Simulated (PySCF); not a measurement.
Compound: (SnH3)3N.
Geometry (PBE0-D3(BJ)/def2-SVP, Å), atoms numbered from 1 in this order:
```xyz
13
H9NSn3 angstrom
N     -0.015    0.016   -0.054
Sn    -0.740    1.762    0.730
Sn     1.978   -0.152   -0.492
Sn    -1.231   -1.621   -0.233
H      0.109    3.048   -0.025
H     -2.419    1.812    0.383
H     -0.492    1.825    2.432
H      2.515    1.389   -1.022
H      2.874   -0.638    0.894
H      2.114   -1.339   -1.724
H     -2.832   -1.037   -0.426
H     -1.129   -2.616    1.168
H     -0.698   -2.501   -1.607
```

Level of theory: PBE0-D3(BJ)/def2-SVP geometry optimisation, gas phase, def2 core potentials past Kr in PySCF.

Task: Which atoms are bound to Sn2, and at what distances?

Result: 4 atoms: H6 1.715 Å, H5 1.716 Å, H7 1.721 Å, N1 2.047 Å. The nearest atom not counted as bound is Sn3, at 3.54 Å (others tie with it).

Task: List the angles at Sn2.

Result: 
| angle | degrees | distance of the outer atoms (Å) |
| --- | --- | --- |
| H5–Sn2–H6 | 111.9 | 2.84 |
| N1–Sn2–H7 | 111.1 | 3.11 |
| H6–Sn2–H7 | 109.9 | 2.81 |
| H5–Sn2–H7 | 109.6 | 2.81 |
| N1–Sn2–H5 | 107.2 | 3.04 |
| N1–Sn2–H6 | 107.1 | 3.03 |

Task: What is the shape at Sn2?

Result: Tetrahedral: angles from 107.1° to 111.9°; τ4 = (360° − α − β)/141° = 0.97 with α and β the two widest (0 for a square, 1 for a tetrahedron).

Task: Give some angles away from the centre.

Result: Sn2–N1–Sn3 119.8°.

Point group: near C3v, missed by 0.22 Å at most; the miss may be what the optimiser left on a soft mode (Cs holds within 0.08 Å). Charge 0, singlet. PBE0-D3(BJ)/def2-SVP frequencies: not computed here.

Hardware: AMD EPYC, one thread, no GPU, shared host. Cost: 3.2 min wall, 0.54 GiB resident at most. These figures are those of the optimisation.
